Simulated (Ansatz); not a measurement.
Geometry optimisation of `C=C(N)[SiH2][SiH3]`.

```yaml
crystal:
  periodic: [false, false, false]
  atoms:
    - {symbol: C, position_ang: [-1.427999, 0.543961, 0.891058]}
    - {symbol: C, position_ang: [-0.122907, 0.883913, 0.706104]}
    - {symbol: N, position_ang: [0.548608, 1.850787, 1.446424]}
    - {symbol: Si, position_ang: [0.854233, 0.136063, -0.741518]}
    - {symbol: Si, position_ang: [-0.036109, -1.950151, -1.353477]}
    - {symbol: H, position_ang: [-1.936702, -0.160264, 0.218096]}
    - {symbol: H, position_ang: [-2.035602, 0.988699, 1.698745]}
    - {symbol: H, position_ang: [1.557686, 1.734426, 1.551428]}
    - {symbol: H, position_ang: [0.093343, 2.164847, 2.308590]}
    - {symbol: H, position_ang: [2.286456, -0.046347, -0.289573]}
    - {symbol: H, position_ang: [0.895829, 1.076400, -1.920292]}
    - {symbol: H, position_ang: [0.740080, -2.515373, -2.514563]}
    - {symbol: H, position_ang: [0.047449, -2.916605, -0.202716]}
    - {symbol: H, position_ang: [-1.477465, -1.819658, -1.769406]}
basis:
  gaussian: {orbitals: def2-TZVP}
hamiltonian: {xc: pbe0, dispersion: d4}
relax: {f_tol: 0.005, max_steps: 150}
```

```sh
$ ansatz run in.yaml --threads 4 --pin off --events-out ev --progress --plain --max-ram 10444MiB
```

Shortened log:

```
Functional definition: PBE0
mean field -19455.90453567 eV, -714.9913040000 hartree, gradient 2.6e-5 eV, S^2 0.000000; 0 other end points of the search recorded, 0 dependent functions left out
relax step   1: F+E_penalty+E_count = -19456.18607320 eV  Δ(F+E_penalty+E_count) = +0.000e0 eV  max|allowed force component| = 6.901e-1 eV/Å  Δτ_max = 0.0000 Å  (28 SCF iters, accepted)
mean field -19455.95581948 eV, -714.9931886453 hartree, gradient 2.4e-5 eV, S^2 0.000000; 0 other end points of the search recorded, 0 dependent functions left out
relax step   2: F+E_penalty+E_count = -19456.23877661 eV  Δ(F+E_penalty+E_count) = -5.270e-2 eV  max|allowed force component| = 1.585e-1 eV/Å  Δτ_max = 0.0360 Å  (32 SCF iters, accepted)
mean field -19455.95793533 eV, -714.9932664015 hartree, gradient 2.3e-5 eV, S^2 0.000000; 0 other end points of the search recorded, 0 dependent functions left out
relax step   3: F+E_penalty+E_count = -19456.24169603 eV  Δ(F+E_penalty+E_count) = -2.919e-3 eV  max|allowed force component| = 8.742e-2 eV/Å  Δτ_max = 0.0182 Å  (32 SCF iters, accepted)
mean field -19455.95902734 eV, -714.9933065320 hartree, gradient 2.3e-5 eV, S^2 0.000000; 0 other end points of the search recorded, 0 dependent functions left out
relax step   4: F+E_penalty+E_count = -19456.24252887 eV  Δ(F+E_penalty+E_count) = -8.328e-4 eV  max|allowed force component| = 3.623e-2 eV/Å  Δτ_max = 0.0203 Å  (31 SCF iters, accepted)
mean field -19455.95932449 eV, -714.9933174522 hartree, gradient 2.2e-5 eV, S^2 0.000000; 0 other end points of the search recorded, 0 dependent functions left out
relax step   5: F+E_penalty+E_count = -19456.24278309 eV  Δ(F+E_penalty+E_count) = -2.542e-4 eV  max|allowed force component| = 7.549e-3 eV/Å  Δτ_max = 0.0219 Å  (32 SCF iters, accepted)
mean field -19455.95937416 eV, -714.9933192774 hartree, gradient 2.3e-5 eV, S^2 0.000000; 0 other end points of the search recorded, 0 dependent functions left out
relax step   6: F+E_penalty+E_count = -19456.24286349 eV  Δ(F+E_penalty+E_count) = -8.040e-5 eV  max|allowed force component| = 8.714e-3 eV/Å  Δτ_max = 0.0123 Å  (32 SCF iters, accepted)
mean field -19455.95951768 eV, -714.9933245518 hartree, gradient 2.3e-5 eV, S^2 0.000000; 0 other end points of the search recorded, 0 dependent functions left out
relax step   7: F+E_penalty+E_count = -19456.24294114 eV  Δ(F+E_penalty+E_count) = -7.765e-5 eV  max|allowed force component| = 1.437e-2 eV/Å  Δτ_max = 0.0250 Å  (31 SCF iters, accepted)
mean field -19455.95948364 eV, -714.9933233006 hartree, gradient 2.3e-5 eV, S^2 0.000000; 0 other end points of the search recorded, 0 dependent functions left out
relax step   8: F+E_penalty+E_count = -19456.24288483 eV  Δ(F+E_penalty+E_count) = +5.631e-5 eV  max|allowed force component| = 1.453e-2 eV/Å  Δτ_max = 0.0262 Å  (31 SCF iters, rejected (line search))
mean field -19455.95956630 eV, -714.9933263383 hartree, gradient 2.3e-5 eV, S^2 0.000000; 0 other end points of the search recorded, 0 dependent functions left out
relax step   9: F+E_penalty+E_count = -19456.24298280 eV  Δ(F+E_penalty+E_count) = -4.166e-5 eV  max|allowed force component| = 8.095e-3 eV/Å  Δτ_max = 0.0130 Å  (32 SCF iters, accepted)
mean field -19455.95960993 eV, -714.9933279418 hartree, gradient 2.2e-5 eV, S^2 0.000000; 0 other end points of the search recorded, 0 dependent functions left out
relax step  10: F+E_penalty+E_count = -19456.24298160 eV  Δ(F+E_penalty+E_count) = +1.202e-6 eV  max|allowed force component| = 7.868e-3 eV/Å  Δτ_max = 0.0103 Å  (32 SCF iters, rejected (line search))
mean field -19455.95957932 eV, -714.9933268169 hartree, gradient 2.3e-5 eV, S^2 0.000000; 0 other end points of the search recorded, 0 dependent functions left out
relax step  11: F+E_penalty+E_count = -19456.24299702 eV  Δ(F+E_penalty+E_count) = -1.422e-5 eV  max|allowed force component| = 2.819e-3 eV/Å  Δτ_max = 0.0050 Å  (32 SCF iters, accepted)
mean field -19455.95958914 eV, -714.9933271779 hartree, gradient 2.3e-5 eV, S^2 0.000000; 0 other end points of the search recorded, 0 dependent functions left out
relax step  12: F+E_penalty+E_count = -19456.24300401 eV  Δ(F+E_penalty+E_count) = -6.988e-6 eV  max|allowed force component| = 4.221e-3 eV/Å  Δτ_max = 0.0068 Å  (32 SCF iters, accepted)
mean field -19455.95958914 eV, -714.9933271779 hartree, gradient 8.2e-5 eV, S^2 0.000000; 1 other end points of the search recorded, 0 dependent functions left out
Total energy: -19456.24304269 eV, -715.0037439037 hartree
Atom 0 at    -1.392204     0.517704     0.912871 Å, force    -0.001717     0.002366     0.004129 eV/Å
Atom 1 at    -0.119656     0.879004     0.701431 Å, force     0.001785     0.002108    -0.000791 eV/Å
Atom 2 at     0.519586     1.886304     1.405070 Å, force    -0.004221    -0.003012    -0.000010 eV/Å
Atom 3 at     0.859455     0.109404    -0.706207 Å, force     0.001798     0.000857    -0.002392 eV/Å
Atom 4 at    -0.052856    -1.936649    -1.370674 Å, force    -0.000385    -0.000829     0.001918 eV/Å
Atom 5 at    -1.876582    -0.222857     0.291015 Å, force    -0.000141    -0.001830    -0.001554 eV/Å
Atom 6 at    -1.996278     0.969558     1.696122 Å, force     0.001314    -0.000533    -0.000805 eV/Å
Atom 7 at     1.517994     1.804076     1.500453 Å, force     0.000602    -0.000286     0.000221 eV/Å
Atom 8 at     0.069410     2.190026     2.255875 Å, force     0.001085     0.000441    -0.000665 eV/Å
Atom 9 at     2.260161    -0.103595    -0.230657 Å, force     0.000103    -0.000560    -0.000070 eV/Å
Atom 10 at     0.943518     1.050445    -1.858099 Å, force    -0.000032     0.000887    -0.000197 eV/Å
Atom 11 at     0.714141    -2.472670    -2.528001 Å, force     0.000450     0.000786     0.000516 eV/Å
Atom 12 at     0.014163    -2.920270    -0.257418 Å, force    -0.000908    -0.000690    -0.000173 eV/Å
Atom 13 at    -1.473949    -1.779783    -1.782881 Å, force     0.000267     0.000296    -0.000127 eV/Å
Dipole moment:     0.137588     0.095161     0.286429 e Å
```

Hardware: 4 threads of an Arm Neoverse V2 on a shared host. Wall time 42 s, peak host memory 0.64 GiB.
